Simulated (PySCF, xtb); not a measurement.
C₂H₃ClN₂Si, SMILES Cl[SiH]1N=CC=N1.

xtb with GFN2-xTB at its own geometry gives an orbital gap of 1.74 eV and a dipole moment of 2.45 D.

Geometry optimised at PBE0-D3(BJ)/def2-SVP. This is a generated structure with no PubChem entry under its InChIKey; it may be hypothetical.

Task: What does PBE/def2-TZVP (PySCF) give? (The exact figures need the calculation; the answer reports its results.)

Result: gap 2.83 eV (levels -6.56 and -3.73 eV), dipole 2.03 D.
